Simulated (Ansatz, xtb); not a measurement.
**C4H14BN: 8 structures ranked**

8 gas-phase structures of C4H14BN, from a drawn sample of its isomers (lower ones may exist). Each was relaxed with GFN2-xTB; where two conformers were screened, the lower at r2SCAN-D4/def2-SVP is listed:

A. `[BH3-][NH2+]CC(C)C`, a singlet
B. `[BH3-][NH2+][C@H](C)CC`, a singlet
C. `C[BH2-][NH2+]CCC`, a singlet
D. `C[BH2-][N+](C)(C)C`, a singlet
E. `[BH3-][N@H+](C)C(C)C`, a singlet
F. `[BH3-][NH2+]CCCC`, a singlet
G. `[BH3-][NH+](CC)CC`, a singlet
H. `C[BH2-][NH2+]C(C)C`, a singlet

Task: Estimate their order in r2SCAN-D4/def2-SVP energy at these geometries, lowest first.

Result: Calculated order at r2SCAN-D4/def2-SVP: H (0.0), C (2.6), B (6.8), A (7.5), F (8.8), E (12.0), D (12.4), G (12.6) kcal/mol. Less than 1 kcal/mol parts B and A; E and D; D and G, so the order within those pairs means little.

Energies above the lowest of each column, in kcal/mol; the last columns are at PBE0-D3(BJ)/def2-SVP geometries and were run for some of them only (a dash: not run or not comparable):

```
structure  GFN2-xTB  HF/STO-3G  r2SCAN-D4/def2-SVP  PBE0-D3(BJ)/def2-SVP  CCSD(T)/def2-SVP + ΔMP2/def2-TZVPP
        H       3.9        0.0                 0.0                   0.0                                 0.0
        C       6.8        1.8                 2.6                   2.3                                 2.9
        B       0.1        6.5                 6.8                   6.3                                 6.7
        A       0.9        6.6                 7.5                   7.2                                 7.2
        F       2.3        6.6                 8.8                   8.2                                   –
        E       0.0       10.2                12.0                     –                                   –
        D       4.5       10.1                12.4                     –                                   –
        G       0.4        9.4                12.6                     –                                   –
```

CCSD(T)/def2-SVP + ΔMP2/def2-TZVPP puts H lowest of those it was run on; GFN2-xTB picks E. Some further structures that were screened fall inside this span and aren't listed. Flexible structures stand in one conformer each, not always the lowest. Frequencies (GFN2-xTB) were run for A, B, C, H alone. ΔMP2 is the change of the MP2 energy from the smaller to the larger basis.

Over these structures GFN2-xTB departs from r2SCAN-D4/def2-SVP by 4.8 kcal/mol on average once a common shift is removed. A GFN2-xTB relaxation took about 0.072 s and the r2SCAN-D4/def2-SVP energy about 2 s on a shared host (Ansatz 0.2.0, xtb 6.7.1).
